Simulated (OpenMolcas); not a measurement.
# What dynamic correlation does to the levels of Se4+

- Program: OpenMolcas 26.06
- Basis: ANO-RCC-VDZP [5s4p2d]
- Scalar Hamiltonian: DKH4, point nucleus
- Active space: 2 electrons in 4 orbitals (4s 4p)
- State averaging: 2S+1 = 3 even, 3 roots; 2S+1 = 1 even, 7 roots; 2S+1 = 3 odd, 3 roots; 2S+1 = 1 odd, 3 roots
- Spin-orbit coupling: RASSI with atomic mean-field integrals over the reference wave functions, term energies averaged over their components

Methods on the same reference wave functions:
A. CASSCF
B. SS-CASPT2, IPEA 0.25 Eh, imaginary shift 0.1 Eh (closed shells correlated: 3d)
C. MS-CASPT2, IPEA 0.25 Eh, imaginary shift 0.1 Eh (closed shells correlated: 3d)

Energies in eV above 4s² ¹S₀, the measured ground level; measured values from the list in Rauch et al., Astron. Astrophys. 606, A105 (2017).

```json
{"Level": "4s² ¹S₀", "A": "0.0000", "B": "0.0000", "C": "0.0000", "Measured": "0.0000"}
{"Level": "4s 4p ³P°₀", "A": "11.1920", "B": "11.163", "C": "11.164", "Measured": "11.1275"}
{"Level": "4s 4p ³P°₁", "A": "11.3375", "B": "11.307", "C": "11.308", "Measured": "11.3260"}
{"Level": "4s 4p ³P°₂", "A": "11.6499", "B": "11.621", "C": "11.622", "Measured": "11.7735"}
{"Level": "4s 4p ¹P°₁", "A": "17.5670", "B": "16.940", "C": "16.941", "Measured": "16.3328"}
{"Level": "4p² ³P₀", "A": "26.8607", "B": "26.826", "C": "26.827", "Measured": "26.2591"}
{"Level": "4p² ³P₁", "A": "27.0437", "B": "27.013", "C": "27.014", "Measured": "26.5439"}
{"Level": "4p² ³P₂", "A": "27.3146", "B": "27.224", "C": "27.225", "Measured": "27.1048"}
{"Level": "4p² ¹D₂", "A": "28.8727", "B": "27.818", "C": "27.819", "Measured": "26.4338"}
{"Level": "4p² ¹S₀", "A": "32.2340", "B": "31.582", "C": "31.584", "Measured": "30.8457"}
```

Deviations, from unrounded energies. A percentage is the sum of absolute deviations over the sum of measured energies, with the sign that they share, or ± where signs differ.

```tsv
Against measurement	Levels	A	B	C
mean absolute deviation (cm-1)	9	5900	3700	3700
other configurations (%)	9	±3.5	±2.2	±2.2
```

B, C lie about equally close to measurement and A furthest from it. The largest miss of B in the table is 4p² ¹D₂, by +11000 cm-1. The ranking rests on the paired levels alone, and a cruder setting can come out closer through cancelling errors.

Between B and C the level of the table that moves most is 4p² ¹S₀, by 16 cm-1 (lowest in B, highest in C).

The lowest spin-free term lies below A's lowest term by 0.011 hartree in B, 0.011 hartree in C.

Over all roots computed the reference weight is 0.94 to 1.00 in B, 0.94 to 1.00 in C; the roots of lowest weight are the least certain, and an intruder state may touch them. The ¹D term of p² mixes with s d, which this space lacks. The basis is small and was not contracted for so high a charge. Some levels mix across a computed gap that differs much from the measured one, so their mixing is not that of the real levels (holds for B; C). Measured partners are found by configuration, term and J. A level has none where our copy of the source lacks it or the pairing is in doubt (some pairs that miss far off the trend of their configuration count as doubtful), and it then counts in no deviation. Levels of configurations outside the active space are missing.

° marks odd parity.
